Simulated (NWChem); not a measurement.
System: Cd

The following NWChem deck was run.

```
start job
memory heap 200 mb stack 900 mb global 1100 mb
geometry units angstroms noautosym nocenter noautoz
  Cd     0.000000     0.000000     0.000000
end
basis spherical bse
  * library x2c-svpall-s
end
relativistic
  zora on
  zora:cutoff 1d-30
end
dft
  xc xpbe96 cpbe96
  grid fine
  iterations 150
end
property
  shielding
end
task dft property
```

NWChem printed, in part:

```
             Northwest Computational Chemistry Package (NWChem) 7.3.0
             --------------------------------------------------------

                             Geometry "geometry" -> ""
                             -------------------------

 Output coordinates in angstroms (scale by  1.889725989 to convert to a.u.)

  No.       Tag          Charge          X              Y              Z
 ---- ---------------- ---------- -------------- -------------- --------------
    1 Cd                  48.0000     0.00000000     0.00000000     0.00000000

 Effective nuclear repulsion energy (a.u.)       0.0000000000

  pbe96 is a nonlocal functional; adding pw91lda local functional.
                              NWChem Property Module
                              ----------------------

  itol2e modified to match energy
  convergence criterion.

                                 NWChem DFT Module
                                 -----------------

 Summary of "ao basis" -> "ao basis" (spherical)
 ------------------------------------------------------------------------------
       Tag                 Description            Shells   Functions and Types
 ---------------- ------------------------------  ------  ---------------------
 Cd                       x2c-svpall-s              20       62   6s8p5d1f

  itol2e modified to match energy
  convergence criterion.

            General Information
            -------------------
          SCF calculation type: DFT
          Wavefunction type:  closed shell.
          No. of atoms     :     1
          No. of electrons :    48
           Alpha electrons :    24
            Beta electrons :    24
          Charge           :     0
          Spin multiplicity:     1
          Use of symmetry is: off; symmetry adaption is: off
          Maximum number of iterations: 150
          AO basis - number of functions:    62
                     number of shells:    20
          Convergence on energy requested:  1.00D-07
          Convergence on density requested:  1.00D-05
          Convergence on gradient requested:  5.00D-04

              XC Information
              --------------
          PerdewBurkeErnzerhof Exchange Functional  1.000
            Perdew 1991 LDA Correlation Functional  1.000 local
           PerdewBurkeErnz. Correlation Functional  1.000 non-local

             Grid Information
             ----------------
          Grid used for XC integration:  fine
          Radial quadrature: Mura-Knowles
          Angular quadrature: Lebedev.
          Tag              B.-S. Rad. Rad. Pts. Rad. Cut. Ang. Pts.
          ---              ---------- --------- --------- ---------
          Cd                  1.55      141           8.0       974
          Grid pruning is: on
          Number of quadrature shells:   141
          Spatial weights used:  Erf1

      Superposition of Atomic Density Guess
      -------------------------------------

 Sum of atomic energies:       -5362.77200415
          Performing ZORA calculations
          ----------------------------

       Generating atomic ZORA corrections
       ----------------------------------

      Superposition of Atomic Density Guess
      -------------------------------------

 Sum of atomic energies:       -5362.77200415

      Non-variational initial energy
      ------------------------------

 Total energy =   -5362.772002
 1-e energy   =   -7458.476669
 2-e energy   =    2095.704667
 HOMO         =      -0.244001
 LUMO         =       0.030434

   convergence    iter        energy       DeltaE   RMS-Dens  Diis-err
 ---------------- ----- ----------------- --------- --------- ---------
 d= 0,ls=0.0,diis     1  -5647.7297737597 -5.65D+03  4.59D-02  1.90D+03
 d= 0,ls=0.0,diis     2  -5649.4546574500 -1.72D+00  1.51D-02  9.70D+00
 d= 0,ls=0.0,diis     3  -5649.4317836757  2.29D-02  1.28D-02  1.80D+00
 d= 0,ls=0.0,diis     4  -5649.4881985069 -5.64D-02  4.69D-03  2.73D-01
 d= 0,ls=0.0,diis     5  -5649.5019926364 -1.38D-02  1.46D-04  5.03D-04
  Resetting Diis
 d= 0,ls=0.0,diis     6  -5649.5020194047 -2.68D-05  8.84D-06  1.70D-07
 d= 0,ls=0.0,diis     7  -5649.5020194153 -1.06D-08  3.21D-06  8.39D-09

      Commencing ZORA Property Calculations
      -------------------------------------

(nogshift,skip_gshiftAOev,done_Fji)=( 1,F,T)

         Total DFT energy =    -5649.502019415288
      One electron energy =    -7763.100924600009
           Coulomb energy =     2269.175650245289
    Exchange-Corr. energy =     -155.576745060568
 Nuclear repulsion energy =        0.000000000000

       Scaling correction =       71.194960248114

 Numeric. integr. density =       48.000000000218

                       DFT Final Molecular Orbital Analysis
                       ------------------------------------

 Vector   22  Occ=2.000000D+00  E=-4.396295D-01
              MO Center=  8.1D-14, -5.2D-14,  3.7D-14, r^2= 5.7D-01
   Bfn.  Coefficient  Atom+Function         Bfn.  Coefficient  Atom+Function
  ----- ------------  ---------------      ----- ------------  ---------------
    42      0.397161  1 Cd d -1              37      0.358172  1 Cd d -1
    43      0.291109  1 Cd d  0              32     -0.262004  1 Cd d -1
    38      0.262530  1 Cd d  0              47      0.222903  1 Cd d -1
    33     -0.192042  1 Cd d  0              48      0.163382  1 Cd d  0
    44      0.087609  1 Cd d  1              39      0.079008  1 Cd d  1

 Vector   23  Occ=2.000000D+00  E=-4.396295D-01
              MO Center=  2.6D-14, -6.9D-14, -5.9D-14, r^2= 5.7D-01
   Bfn.  Coefficient  Atom+Function         Bfn.  Coefficient  Atom+Function
  ----- ------------  ---------------      ----- ------------  ---------------
    43      0.402202  1 Cd d  0              38      0.362718  1 Cd d  0
    33     -0.265329  1 Cd d  0              42     -0.255800  1 Cd d -1
    37     -0.230688  1 Cd d -1              48      0.225732  1 Cd d  0
    32      0.168749  1 Cd d -1              44     -0.167977  1 Cd d  1
    39     -0.151486  1 Cd d  1              47     -0.143565  1 Cd d -1

 Vector   24  Occ=2.000000D+00  E=-2.074070D-01
              MO Center= -1.0D-14,  1.5D-14,  1.1D-14, r^2= 2.7D+00
   Bfn.  Coefficient  Atom+Function         Bfn.  Coefficient  Atom+Function
  ----- ------------  ---------------      ----- ------------  ---------------
     5      0.932987  1 Cd s                  4     -0.535262  1 Cd s
     6      0.201908  1 Cd s                  3      0.147139  1 Cd s
     2     -0.075779  1 Cd s

 Vector   25  Occ=0.000000D+00  E=-4.369778D-02
              MO Center= -5.3D-14, -2.8D-14, -4.3D-14, r^2= 5.7D+00
   Bfn.  Coefficient  Atom+Function         Bfn.  Coefficient  Atom+Function
  ----- ------------  ---------------      ----- ------------  ---------------
    30      0.496146  1 Cd pz                28      0.399082  1 Cd px
    27      0.329899  1 Cd pz                25      0.265359  1 Cd px
    21     -0.207961  1 Cd pz                19     -0.167277  1 Cd px
    29      0.104000  1 Cd py                18      0.071039  1 Cd pz
    26      0.069152  1 Cd py                24      0.059816  1 Cd pz

 Vector   26  Occ=0.000000D+00  E=-4.369778D-02
              MO Center= -5.7D-14,  3.0D-14,  1.3D-14, r^2= 5.7D+00
   Bfn.  Coefficient  Atom+Function         Bfn.  Coefficient  Atom+Function
  ----- ------------  ---------------      ----- ------------  ---------------
    28      0.497363  1 Cd px                30     -0.408815  1 Cd pz
    25      0.330708  1 Cd px                27     -0.271830  1 Cd pz
    19     -0.208471  1 Cd px                21      0.171356  1 Cd pz
    16      0.071213  1 Cd px                22      0.059963  1 Cd px
    18     -0.058535  1 Cd pz                24     -0.049287  1 Cd pz

[...]

          -----------------------------------------
          Chemical Shielding Tensors (GIAO, in ppm)
          -----------------------------------------

                                NWChem CPHF Module
                                ------------------

  scftype          =     RHF
  nclosed          =       24
  nopen            =        0
  variables        =      912
  # of vectors     =        3
  tolerance        = 0.10D-03
  level shift      = 0.00D+00
  max iterations   =       50
  max subspace     =       30

 SCF residual:    2.3616507610828009E-004

Iterative solution of linear equations
  No. of variables      912
  No. of equations        3
  Maximum subspace       30
        Iterations       50
       Convergence  1.0D-04

   iter   nsub   residual    time
   ----  ------  --------  ---------
     1      3    1.09D-08      18.9

      Atom:    1  Cd
        Diamagnetic
   4791.3877      0.0000     -0.0000
      0.0000   4791.3877     -0.0000
     -0.0000     -0.0000   4791.3877

        Paramagnetic
     43.7291      0.0000      0.0000
      0.0000     43.7291      0.0000
      0.0000      0.0000     43.7291

        Total Shielding Tensor
   4835.1168      0.0000      0.0000
      0.0000   4835.1168     -0.0000
      0.0000     -0.0000   4835.1168

           isotropic =    4835.1168
          anisotropy =       0.0000

          Principal Components and Axis System
                 1           2           3
             4835.1168   4835.1168   4835.1168

      1         0.0000      1.0000      0.0000
      2         1.0000      0.0000     -0.0000
      3        -0.0000      0.0000      1.0000
```

Level: PBE/x2c-SVPall-s, scalar ZORA without spin-orbit coupling, GIAO. The printed shielding anisotropy is the first printed principal value minus the mean of the other two.
